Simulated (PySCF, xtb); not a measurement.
C4H12Mo, SMILES [CH3][Mo]([CH3])([CH3])[CH3], multiplicity 1.

xtb 6.7.1 with GFN2-xTB at its own geometry gives an orbital gap of 0.00 eV and a dipole moment of 0.00 D.

Geometry: B3LYP-D3(BJ)/def2-SVP. The spin state was assumed, not searched. The def2 effective core potentials stand for the cores of Mo; spin–orbit coupling is left out.

Problem. What does PySCF with HF/def2-TZVP give? (An estimate is asked for; the answer gives what the named calculation found.)

Solution. gap 10.70 eV (levels -8.66 and 2.04 eV), dipole 0.00 D.
